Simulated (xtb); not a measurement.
xtb input (GFN1-xTB):

```bash
xtb mol.xyz --gfn 1 --opt tight --chrg 0 --uhf 0
```
mol.xyz:
```
9

Si     0.00405578    -0.74173771     0.03312218
Br    -0.08803711     0.52170067    -1.81712894
Br     0.08145254     0.68251338     1.76335495
N      1.38017231    -1.71135397     0.21874984
N     -1.36130597    -1.73900050    -0.06467480
H      1.56693502    -2.44897016    -0.44345118
H      2.22132890    -1.33523224     0.62543835
H     -2.20631908    -1.40982626    -0.50285819
H     -1.54033008    -2.41665370     0.66072486
```

Output:

```
           -------------------------------------------------
          |                Calculation Setup                |
           -------------------------------------------------

           -------------------------------------------------
          |                 G F N 1 - x T B                 |
           -------------------------------------------------

        Reference                      10.1021/acs.jctc.7b00118
      * Hamiltonian:
        H0-scaling (s, p, d)           1.850000    2.250000    2.000000
        zeta-weighting                 0.000000
      * Dispersion:
        s8                             2.400000
        a1                             0.630000
        a2                             5.000000
        s9                             0.000000
      * Repulsion:
        kExp                           1.500000
        rExp                           1.000000
      * Coulomb:
        alpha                          2.000000
        third order                    atomic
        anisotropic                    false
      * Halogen bond correction:
        rad-scale                      1.300000
        damping                        0.440000

          ...................................................
          :                      SETUP                      :
          :.................................................:
          :  # basis functions                  46          :
          :  # atomic orbitals                  43          :
          :  # shells                           21          :
          :  # electrons                        32          :
          :  # halogen bonds                     4          :
          :  max. iterations                   250          :
          :  Hamiltonian                  GFN1-xTB          :
          :  restarted?                      false          :
          :  GBSA solvation                  false          :
          :  PC potential                    false          :
          :  electronic temp.          300.0000000     K    :
          :  accuracy                    1.0000000          :
          :  -> integral cutoff          0.2500000E+02      :
          :  -> integral neglect         0.1000000E-07      :
          :  -> SCF convergence          0.1000000E-05 Eh   :
          :  -> wf. convergence          0.2000000E-04 e    :
          :  Broyden damping             0.4000000          :
          :  net charge                          0          :
          :  unpaired electrons                  0          :
          ...................................................

 iter      E             dE          RMSdq      gap      omega  full diag
   1    -18.4599999 -0.184600E+02  0.711E+00    6.00       0.0  T
   2    -18.4689537 -0.895385E-02  0.435E+00    6.13       1.0  T
   3    -18.3967732  0.721805E-01  0.308E+00    6.02       1.0  T
   4    -18.4996654 -0.102892E+00  0.495E-01    6.19       1.0  T
   5    -18.5044751 -0.480971E-02  0.482E-02    6.23       1.0  T
   6    -18.5044639  0.112218E-04  0.268E-02    6.23       1.2  T
   7    -18.5044759 -0.119885E-04  0.891E-03    6.23       3.7  T
[...]
         #    Occupation            Energy/Eh            Energy/eV
      -------------------------------------------------------------
         1        2.0000           -0.7263427             -19.7648
       ...           ...                  ...                  ...
         4        2.0000           -0.6790251             -18.4772
         5        2.0000           -0.5537948             -15.0695
         6        2.0000           -0.5333506             -14.5132
         7        2.0000           -0.5291703             -14.3995
         8        2.0000           -0.4786506             -13.0247
         9        2.0000           -0.4616090             -12.5610
        10        2.0000           -0.4452536             -12.1160
        11        2.0000           -0.4293217             -11.6824
        12        2.0000           -0.4235269             -11.5248
        13        2.0000           -0.4234282             -11.5221
        14        2.0000           -0.4118076             -11.2059
        15        2.0000           -0.3981044             -10.8330
        16        2.0000           -0.3900468             -10.6137 (HOMO)
        17                         -0.1736171              -4.7244 (LUMO)
        18                         -0.1408199              -3.8319
        19                         -0.1353924              -3.6842
        20                         -0.1201804              -3.2703
        21                         -0.0968164              -2.6345
        22                         -0.0940603              -2.5595
        23                         -0.0821363              -2.2350
        24                         -0.0713753              -1.9422
        25                         -0.0648879              -1.7657
        26                         -0.0635254              -1.7286
        27                         -0.0576175              -1.5679
       ...                                ...                  ...
        43                          1.4516329              39.5009
      -------------------------------------------------------------
                  HL-Gap            0.2164298 Eh            5.8894 eV
             Fermi-level           -0.2818320 Eh           -7.6690 eV

  Mulliken/CM5 charges         n(s)   n(p)   n(d)
     1Si    0.40552  0.34418   1.023  1.475  1.097
     2Br   -0.10977 -0.05076   1.919  5.206 -0.015
     3Br   -0.10977 -0.05076   1.919  5.206 -0.015
     4N    -0.49280 -0.90926   1.417  4.076  0.000
     5N    -0.49280 -0.90926   1.417  4.076  0.000
     6H     0.20072  0.39488   0.799  0.000  0.000
     7H     0.19910  0.39306   0.801  0.000  0.000
     8H     0.19910  0.39306   0.801  0.000  0.000
     9H     0.20072  0.39488   0.799  0.000  0.000

Wiberg/Mayer (AO) data.
largest (>0.10) Wiberg bond orders for each atom

 ---------------------------------------------------------------------------
     #   Z sym  total        # sym  WBO       # sym  WBO       # sym  WBO
 ---------------------------------------------------------------------------
     1  14 Si   5.139 --     4 N    1.264     5 N    1.264     3 Br   1.248
                             2 Br   1.248
     2  35 Br   1.362 --     1 Si   1.248
     3  35 Br   1.362 --     1 Si   1.248
     4   7 N    3.192 --     1 Si   1.264     6 H    0.923     7 H    0.922
     5   7 N    3.192 --     1 Si   1.264     9 H    0.923     8 H    0.922
     6   1 H    0.963 --     4 N    0.923
     7   1 H    0.966 --     4 N    0.922
     8   1 H    0.966 --     5 N    0.922
     9   1 H    0.963 --     5 N    0.923
 ---------------------------------------------------------------------------

Topologies differ in total number of bonds
Writing topology from bond orders to xtbtopo.mol

 dipole moment from electron density (au)
     X       Y       Z
   0.0075  -1.3798   0.0616  total (Debye):    3.511

           -------------------------------------------------
          |                Geometry Summary                 |
           -------------------------------------------------

      molecular mass/u    :      219.9377237
   center of mass at/Å    :       -0.0007437       0.1360065      -0.0060734
  moments of inertia/u·Å² :        0.2370039E+03   0.6108369E+03   0.7134115E+03
rotational constants/cm⁻¹ :        0.7112808E-01   0.2759760E-01   0.2362960E-01

 * 8 selected distances

     #   Z          #   Z                                           value/Å
     1  14 Si       2  35 Br                                      2.2546023 (max)
     1  14 Si       3  35 Br                                      2.2546023
     1  14 Si       4   7 N                                       1.7178006
     1  14 Si       5   7 N                                       1.7178006
     4   7 N        6   1 H                                       1.0062461
     4   7 N        7   1 H                                       1.0055315 (min)
     5   7 N        8   1 H                                       1.0055315
     5   7 N        9   1 H                                       1.0062461

 * 3 distinct bonds (by element types)

   Z      Z             #   av. dist./Å        max./Å        min./Å
   1 H    7 N           4     1.0058888     1.0062461     1.0055315
   7 N   14 Si          2     1.7178006     1.7178006     1.7178006
  14 Si  35 Br          2     2.2546023     2.2546023     2.2546023

optimized geometry written to: xtbopt.xyz

           -------------------------------------------------
          | TOTAL ENERGY              -18.368567971467 Eh   |
          | GRADIENT NORM               0.000168424669 Eh/α |
          | HOMO-LUMO GAP               5.889354155441 eV   |
           -------------------------------------------------

------------------------------------------------------------------------
Note: The following floating-point exceptions are signalling: IEEE_DENORMAL
normal termination of xtb
------------------------------------------------------------------------
 total:
 SCF:
 ANC optimizer:
```
